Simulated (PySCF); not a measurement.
Computed shifts of a molecule C₃H₇ClOSi, PBE/pcSseg-1 (PySCF), GIAO, gas phase, atoms alike by connectivity averaged where their shifts nearly agree, in ppm (number of nuclei): ¹³C: 161.7 (1), 132.9 (1), -1.1 (1). ²⁹Si: -9.0 (1). ¹H: 6.43 (2), 5.38 (1), 1.56 (1), 0.70 (3). References: ¹³C against TMS (σ = 182.0 ppm); ³⁵Cl against HCl (σ = 936.5 ppm); ²⁹Si against TMS (σ = 335.4 ppm); ¹⁷O against H2O (σ = 334.3 ppm); ¹H against TMS (σ = 31.49 ppm), references at their B3LYP-D3(BJ)/def2-TZVP geometries, non-relativistic (without spin–orbit terms, shifts of atoms bonded to Cl or Br come out too high). The structure is a stationary point at TPSSh-D3(BJ)/def2-SVP. One conformer was computed; it need not be the lowest.

Q: Which structure fits?
(A) O[Si]1(Cl)CCC1
(B) C=C(Cl)[Si@@H](C)O
(C) CC(=O)C[SiH2]Cl
(D) O[C@@H]1CC[Si@@H]1Cl

A: B, C=C(Cl)[Si@@H](C)O
